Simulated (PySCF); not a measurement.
## Run times: europium in even-tempered 20s15p10d4f4g

Measured wall times of calculations with PySCF 2.14 in an uncontracted even-tempered set (20 s from 1.1 bohr⁻², ratio 2.5; 15 p from 1.4 bohr⁻², ratio 2.5; 10 d from 1.4 bohr⁻², ratio 2.5; 4 f from 7.9 bohr⁻², ratio 2.7; 4 g from 12 bohr⁻², ratio 2.7), with the spin-free X2C one-electron Hamiltonian (Gaussian nucleus), run from one Python driver. Hardware: 2 threads of Intel(R) Xeon(R) Platinum 8488C on a shared host, 2.6 GiB allowed. The two-electron integrals over 179 functions were computed once and kept in memory (1.9 CPU seconds with the set-up); the times below exclude them. Kohn-Sham runs start from converged Hartree-Fock orbitals.

Launch command (the driver calls PySCF for each step listed in the task file):

```bash
OMP_NUM_THREADS=2 python atomrun2.py TASK.json OUT
```

```json
{"species": "Eu¹⁹⁺ [Kr] 4d8", "step": "UHF with spin-orbit constants", "iterations": "5", "wall time (s)": "14"}
{"species": "Eu¹⁹⁺ [Kr] 4d8", "step": "LDA", "iterations": "5", "wall time (s)": "1.3"}
{"species": "Eu¹⁹⁺ [Kr] 4d8", "step": "PBE", "iterations": "5", "wall time (s)": "1.7"}
{"species": "Eu¹⁹⁺ [Kr] 4d8", "step": "r2SCAN", "iterations": "5", "wall time (s)": "3.4"}
{"species": "Eu¹⁹⁺ [Kr] 4d8", "step": "MP2 (16 electrons)", "iterations": "", "wall time (s)": "2.3"}
{"species": "Eu²⁰⁺ [Kr] 4d7", "step": "UHF with spin-orbit constants", "iterations": "5", "wall time (s)": "13"}
{"species": "Eu²⁰⁺ [Kr] 4d7", "step": "LDA", "iterations": "5", "wall time (s)": "1.2"}
{"species": "Eu²⁰⁺ [Kr] 4d7", "step": "PBE", "iterations": "5", "wall time (s)": "1.6"}
{"species": "Eu²⁰⁺ [Kr] 4d7", "step": "PBE0", "iterations": "5", "wall time (s)": "3.4"}
{"species": "Eu²⁰⁺ [Kr] 4d7", "step": "r2SCAN", "iterations": "5", "wall time (s)": "3.4"}
{"species": "Eu²⁰⁺ [Kr] 4d7", "step": "MP2 (15 electrons)", "iterations": "", "wall time (s)": "2.3"}
```

(1) Roughly how long does PBE0 take for Eu¹⁹⁺ [Kr] 4d8 here?

Peak memory of the process: 1.5 GiB. Times on a shared host vary from run to run.

Results:

(1) About 3.4 s.
